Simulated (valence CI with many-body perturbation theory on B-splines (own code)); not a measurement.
# Tb60+: fill in the table

Method: relativistic CI+MBPT: three valence electrons over a frozen Dirac-Fock core [He], a basis of 11 s, 11 p, 10 d, 8 f, 5 g, 2 h functions for each j, with the one-electron correlation potential Σ1 (screened to all orders), the two-electron term Σ2, the three-electron term Σ3, Breit, model QED; selected single and double excitations, second order for the rest, scaled by the run's own slope (own B-spline code, finite nucleus).

The last digits are not significant, and no measured levels were compared; by estimate large intervals hold to a few tenths of a per cent, small ones and those within an open d or f shell to about a per cent.

```
                     Level  E (× 10³ cm⁻¹)
        (2s^2 2p1/2) J=1/2            0.00
        (2s 2p1/2^2) J=1/2          1761.0
        (2s^2 2p3/2) J=3/2          6567.0
(2s 2p1/2 2p3/2) J=3/2 [a]               ?
    (2s 2p1/2 2p3/2) J=5/2          8099.9
    (2s 2p1/2 2p3/2) J=1/2          8592.5
(2s 2p1/2 2p3/2) J=3/2 [b]          8606.5
     (2p1/2^2 2p3/2) J=3/2           10452
        (2s 2p3/2^2) J=5/2           14510
        (2s 2p3/2^2) J=1/2               ?
        (2s 2p3/2^2) J=3/2               ?
     (2p1/2 2p3/2^2) J=3/2               ?
     (2p1/2 2p3/2^2) J=5/2           16864
     (2p1/2 2p3/2^2) J=1/2               ?
           (2p3/2^3) J=3/2           23562
           (2s^2 3s) J=1/2           63529
        (2s^2 3p1/2) J=1/2           64122
   (2s 2p1/2 3s) J=1/2 [a]               ?
       (2s 2p1/2 3s) J=3/2           64899
   (2s 2p1/2 3s) J=1/2 [b]           65109
```

Levels are named by their leading jj configuration (3d3/2^4 stands for four electrons in 3d with j = 3/2), which in mixed levels can hold well under half, so a name can repeat and another be missing. Letters in brackets count levels of one name in rising energy.

Question: The levels stand in rising order. What does the calculation give for the missing energies?

Answer: (2s 2p1/2 2p3/2) J=3/2 [a] 7798.6; (2s 2p3/2^2) J=1/2 15257; (2s 2p3/2^2) J=3/2 15264; (2p1/2 2p3/2^2) J=3/2 16687; (2p1/2 2p3/2^2) J=1/2 17254; (2s 2p1/2 3s) J=1/2 [a] 64707.
